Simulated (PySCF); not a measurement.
A calculated (PBE0, PySCF 2.14, dyall-av3z, no relativity, point nucleus) atom or ion has these occupied shells.

| shell | electrons | orbital energy (eV) | rms radius, mean of both spins (bohr) |
| --- | --- | --- | --- |
| 1s α | 1 | -9.130 | 1.78 |

Q: Name the element and its charge.

A: H (hydrogen, neutral), in 1s1, 2S determinant.
